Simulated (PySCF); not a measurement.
# Two-component Hartree-Fock for Te(45+) (tellurium, charge +45)

Start: [He] 2s2 2p3; 2p1/2 filled at m_j = -1/2, +1/2; 2p3/2 filled at m_j = +3/2. Calculated with PySCF 2.14 in an even-tempered Gaussian basis (17 s from 24 bohr⁻², ratio 2.4; 12 p from 31 bohr⁻², ratio 2.4; 5 d from 110 bohr⁻², ratio 2.6; 4 f from 160 bohr⁻², ratio 2.6): generalised Hartree-Fock with the X2C-1e Hamiltonian and a Gaussian nucleus; one run each with spin-orbit coupling (SO) switched off, then screened by Boettger's factors.

```
spinor shell  electrons  ε, spin-free (eV)  ε, screened SO (eV)  weight of nominal j (screened SO)  rms radius, screened SO (bohr)
       1s1/2          2           -35703.2             -35688.4                              1.000                          0.0317
       2s1/2          2            -8208.3              -8203.9                              1.000                           0.124
       2p1/2          2            -7843.1              -8012.4                              0.998                           0.106
       2p3/2          1            -7843.1              -7722.1                              1.000                           0.111
```

```json
{"quantity": "E (hartree)", "spin-free": "-4319.93284", "screened SO": "-4329.99343"}
{"quantity": "M_J", "spin-free": "3/2", "screened SO": "3/2"}
{"quantity": "⟨J²⟩", "spin-free": "3.750", "screened SO": "3.750"}
{"quantity": "⟨L²⟩", "spin-free": "0.000", "screened SO": "2.419"}
{"quantity": "⟨S²⟩", "spin-free": "3.750", "screened SO": "1.550"}
```

Each row is a mean over spinors that exchange with the open shell spreads, by up to 49.272 eV (2s1/2).

Breit and QED terms are absent; they matter most for the inner s and p1/2 levels.

Densities and radii are taken from the X2C orbitals without a picture-change correction, which distorts them close to the nucleus.

Without spin-orbit coupling the j labels of p, d and f shells carry no meaning; the spin-free column gives the mean over the occupied spinors of each nl shell.
